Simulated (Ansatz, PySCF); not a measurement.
In(H)(Cl)(Et) (C2H6ClIn), SMILES C[CH2][InH][Cl].

Geometry optimised at B3LYP-D3(BJ)/def2-SVP. The structure was generated by enumeration; whether it is a known compound was not checked. The def2 effective core potentials stand for the cores of In; spin–orbit coupling is left out. One conformer was computed; it need not be the lowest.

Vertical ionisation energy (IE) and electron affinity (EA) in eV. Rows of orbital energies are one-electron estimates. Where ΔSCF, EOM or ADC give a negative EA the extra electron is unbound and the value depends on the basis.

```csv
level,IE,EA
"−ε(HOMO), −ε(LUMO), CAM-B3LYP/def2-TZVP (PySCF)",8.86,0.85
"−ε(HOMO), −ε(LUMO), PBE/def2-TZVP (PySCF)",6.38,2.34
"ΔSCF, PBE0/def2-SVPD (Ansatz), final states of multiplicity 2 and 2",9.51,0.18
"ΔSCF, PBE/def2-SVPD (Ansatz), final states of multiplicity 2 and 2",9.18,0.18
```

Q: What vertical singlet–triplet gap does ΔSCF give with PBE0/def2-SVPD (Ansatz, a program for electronic structure) and with PBE/def2-SVPD (Ansatz)? (An estimate is asked for; the answer gives what the named calculation found.)

A: 4.41 and 4.11 eV (triplet above singlet where positive).
